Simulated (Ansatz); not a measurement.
Z-matrix (Å, degrees):
```
Si
O 1 1.629
F 1 1.596 2 112.6
N 1 1.699 2 110.7 3 116.3
H 1 1.474 2 104.5 3 -115.6
H 2 0.959 1 117.0 3 -71.5
H 4 1.007 1 120.5 2 -153.0
H 4 1.006 1 121.6 2 56.5
```

Charge 0, multiplicity 1.

Problem. List the PBE0/def2-TZVPP orbital energies in eV (Ansatz). (Estimate.)

Solution. Ansatz gave: Occupied: -1803.67, -673.51, -522.82, -391.04, -145.79, -100.51, -100.46, -100.42, -32.95, -28.34, -24.04, -16.10, -14.49, -13.92, -13.09, -12.57, -11.85, -10.65, -10.09, -9.78, -7.95. Lowest empty: 0.78, 1.32, 1.68, 2.64, 2.83, 3.54, 4.34, 5.15.
